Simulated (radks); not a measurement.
Task: Excited configurations of Ta: one electron is placed in a higher orbital outside [Xe] 4f14 5d3 6s1. The ground configuration is [Xe] 4f14 5d3 6s2. Method: Dirac Kohn-Sham, PBE, spin-unpolarised, spherical densities, point nucleus; open shells fill j = l - 1/2 first; computed with a radial shooting solver on a logarithmic mesh with Libxc functionals. Excitation = E - E(ground); binding = E(ion) - E, where the ion is the core of charge +1; n* = 1/sqrt(2 binding) in atomic units, and the quantum defect is n - n*.

| outer orbital | excitation (eV) | binding (eV) | n* | quantum defect | eigenvalue (eV) | <r> (bohr) |
|---|---|---|---|---|---|---|
| 5f5/2 | 7.451 | 0.920 | 3.847 | 1.153 | -0.431 | 17.05 |
| 6p1/2 | 3.772 | 4.599 | 1.720 | 4.280 | -2.277 | 4.439 |
| 6d3/2 | 6.804 | 1.567 | 2.947 | 3.053 | -0.722 | 10.63 |
| 7s1/2 | 5.916 | 2.455 | 2.354 | 4.646 | -1.440 | 8.827 |
| 7p1/2 | 6.576 | 1.794 | 2.754 | 4.246 | -1.021 | 11.24 |
| 7d3/2 | 7.388 | 0.983 | 3.721 | 3.279 | -0.555 | 19.83 |
| 7f5/2 | 7.905 | 0.466 | 5.406 | 1.594 | -0.288 | 43.01 |

Estimate the row for 6f5/2.

Result: excitation (eV) 7.730; binding (eV) 0.641; n* 4.608; quantum defect 1.392; eigenvalue (eV) -0.367; <r> (bohr) 28.75. The Delta-SCF ionisation energy is 8.371 eV (NIST Atomic Spectra Database: 7.550 eV, measured). Self-interaction in the functional shifts the binding energies and quantum defects, so they are the method's values and not measured ones. Spin polarisation and multiplet splitting are left out, so open shells lie too high by an amount that depends on their filling.

Beside tabulated values, note that spin-unpolarised runs miss the spin-polarisation part of the exchange energy of open shells.
